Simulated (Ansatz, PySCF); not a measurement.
Reaction (SMILES): [H][S@OH27]([H])([H])([H])([H])[H] (H6S) -> [H][S@OH20]([H])([H])([H])[H] (H5S) + H atom (the H-S bond at the site shown breaks; other sites are not compared here)
Geometries: B3LYP-D3(BJ)/def2-TZVP minima from Ansatz (a first-principles code).

Property: bond dissociation energy (enthalpy at 298 K, with B3LYP-D3(BJ) rigid-rotor harmonic-oscillator terms from PySCF), in kJ/mol. Correlated levels leave the core frozen unless marked. UHF or UKS for open shells. No spin-orbit coupling. No relativistic terms. CBS marks a two-point X^-3 extrapolation of the correlation energy; Hartree-Fock from the larger set.

CCSD(T)/CBS(cc-pV(T+d)Z,cc-pV(Q+d)Z) (Ansatz) gives 229.6 kJ/mol.

### Question
Another calculation gave 227.4 kJ/mol. Which level was it?
A. BLYP/def2-TZVPD (Ansatz)
B. HF/def2-TZVPD (PySCF)
C. M06-L/def2-TZVPD (PySCF)
D. PBE0/def2-TZVPD (Ansatz)

### Answer
C, M06-L/def2-TZVPD (PySCF). The others give 191.5 (BLYP), 206.2 (PBE0), 153.2 (HF) kJ/mol.
